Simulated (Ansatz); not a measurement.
Ansatz (an electronic-structure program) input:

Ansatz 0.2 input:
```yaml
crystal:
  periodic: [false, false, false]
  atoms:
    - {symbol: Sb, position_ang: [0.08173974, -0.06510444, 0.91278491]}
    - {symbol: F, position_ang: [0.66277881, 1.10812247, -0.46957421]}
    - {symbol: F, position_ang: [-0.70321841, -1.11645147, -0.46689892]}
basis:
  gaussian:
    orbitals: def2-TZVP
hamiltonian:
  xc: b3lyp
  dispersion: d3bj
total_charge: 1
relax: {f_tol: 0.002, max_steps: 150}
```

Problem. Predict the final energy.

Solution. -439.84167 Eh (B3LYP-D3(BJ)/def2-TZVP). The basis has 112 functions.
